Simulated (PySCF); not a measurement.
Species: C7H9O (doublet state).
Structure used (GFN2-xTB), in Å, numbered top down from 1:
```xyz
17
C7H9O angstrom
C     -2.2454   -1.4800   -0.1096
C     -1.0709   -0.8121   -0.2661
C      0.2456   -1.1691   -0.5806
C      0.7511    0.2435   -0.5010
C      1.7709    0.5388    0.6100
O      3.0372   -0.0039    0.3374
C     -0.6907    0.6146   -0.1717
C     -1.3105    1.7464    0.0954
H     -2.2984   -2.5474   -0.2303
H     -3.1510   -0.9578    0.1389
H      0.7285   -2.1013   -0.8038
H      1.1352    0.6544   -1.4407
H      1.3793    0.1637    1.5674
H      1.9205    1.6177    0.6932
H      2.9446   -0.9579    0.2360
H     -2.3645    1.7739    0.3147
H     -0.7885    2.6885    0.1008
```

The hyperfine couplings belong to this conformer and change with its torsions.

The species is `C=C1[CH][C@H](CO)C1=C` [radical].

Level of theory: UKS B3LYP, pcH-1 on C H O, non-relativistic, mean-field spin-orbit, GIAO in PySCF 2.14.0. Geometry: GFN2-xTB, one conformer, isolated molecule. The geometry wasn't refined by DFT: couplings that depend on bond lengths, twists or pyramidal angles can differ widely from those at the functional's own minimum. Stability of the SCF solution: not tested. ⟨S²⟩ is 0.784 where a pure state has 0.75.

Principal values of hyperfine tensors in MHz (contact and dipolar terms together), for some of the nuclei:

```csv
atom,isotope,A1,A2,A3
H12,1H,67.19,67.74,76.01
C3,13C,9.77,11.81,167.77
C1,13C,1.49,2.88,150.47
H11,1H,-65.31,-42.58,-16.75
H10,1H,-65.21,-41.36,-16.06
C5,13C,36.38,36.80,47.57
H9,1H,-61.02,-40.83,-16.45
C4,13C,-25.74,-22.80,-22.35
```

Q: Split each tensor into its isotropic and traceless parts, and turn a_iso into mT with g = 2.0026.

A: a_iso is a third of the trace, T = A − a_iso, and a(mT) = a(MHz)/(g × 13.996).

```
atom  a_iso (MHz)  a_iso (mT)      T1      T2      T3
 H12        70.31       2.509   -3.12   -2.57    5.70
  C3        63.12       2.252  -53.35  -51.31  104.66
  C1        51.61       1.841  -50.12  -48.74   98.86
 H11       -41.55      -1.482  -23.77   -1.03   24.80
 H10       -40.88      -1.458  -24.33   -0.48   24.82
  C5        40.25       1.436   -3.87   -3.45    7.33
  H9       -39.43      -1.407  -21.58   -1.40   22.98
  C4       -23.63      -0.843   -2.11    0.83    1.28
```

Q: What spin density at the nucleus of C3 lies behind its contact coupling (g_N = 1.40482)?

A: a_FC = 800.24 MHz bohr³ × g_N × ρ(0)/(2S). With a_FC = 63.12 MHz and 2S = 1, ρ(0) = 0.05614 bohr⁻³.

Q: C2 (13C, g_N = 1.40482) isn't in the table. Its spin density at the nucleus is -0.04409 bohr⁻³. What is its contact coupling?

A: By the same relation, a_FC = -49.6 MHz. Its full tensor has the principal values -76.81, -40.33, -31.55 MHz.

Q: Name the largest traceless tensor T of the table and describe it.

A: C3: -53.3, -51.3, 104.7 MHz, axial, in the ratio −1:−1:+2, the form that spin in one p orbital centred on that nucleus gives.

Q: What first-order splitting does C1 cause when the field lies along A1, A2 or A3 of its tensor (g taken as isotropic, no quadrupole term)?

A: 2 lines (I = 1/2), spaced by |A_i|/(g × 13.996): 0.05, 0.10, 5.37 mT along the axes of A1, A2 and A3.
